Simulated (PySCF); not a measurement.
Gas-phase reaction: 6 GeF₃ + GeH₄ ⇌ 3 GeF₂ + 4 GeHF₃

Energies from PySCF, thermal terms from the rigid-rotor harmonic-oscillator model, ideal gas at 1 bar. † marks an energy on the PBE0/def2-TZVP geometry and frequencies; other levels use their own. CCSD(T) freezes the core. 6-31G* has spherical d functions here. Open shells (unrestricted): GeF₃ (multiplicity 2); the rest are closed-shell singlets. B3LYP is the form with VWN-RPA correlation. Ge: all electrons, no relativistic terms. GeF₃, GeHF₃: computed as isolated molecules; such fragments, hydroxides, amides, oligomers or adducts are transient or little studied in the gas. CCSD(T) isn't extrapolated to the basis-set limit; its ΔH°(298 K) is -753.9 kJ in def2-SVP and -754.6 kJ in def2-TZVPP. The harmonic model lacks anharmonicity and excited electronic states, which grow with temperature; levels with a mode under 35 cm⁻¹ are left out.

ΔH° and ΔS° at 298 K: B3LYP/def2-TZVP† -734 kJ, -25 J/K; CCSD(T)/def2-SVP† -754 kJ, -25 J/K; HF/6-31G* -585 kJ, -20 J/K; PBE/def2-SVP -682 kJ, -31 J/K; PBE0/def2-SVP† -703 kJ, -25 J/K; r2SCAN/def2-TZVP† -652 kJ, -25 J/K.

Q: With the heat capacities included, give log10 K (1 bar) at 600, 1000, 1600, 1800, 2500 K from B3LYP/def2-TZVP†, CCSD(T)/def2-SVP†, HF/6-31G*, PBE/def2-SVP, PBE0/def2-SVP†, r2SCAN/def2-TZVP†.

A: 
| T (K) | B3LYP/def2-TZVP† | CCSD(T)/def2-SVP† | HF/6-31G* | PBE/def2-SVP | PBE0/def2-SVP† | r2SCAN/def2-TZVP† |
|---|---|---|---|---|---|---|
| 600 | 62.6 | 64.3 | 49.8 | 57.7 | 59.9 | 55.4 |
| 1000 | 36.9 | 37.9 | 29.3 | 33.8 | 35.3 | 32.6 |
| 1600 | 22.5 | 23.1 | 17.8 | 20.4 | 21.5 | 19.8 |
| 1800 | 19.8 | 20.4 | 15.7 | 17.9 | 18.9 | 17.4 |
| 2500 | 13.8 | 14.2 | 10.9 | 12.3 | 13.2 | 12.1 |
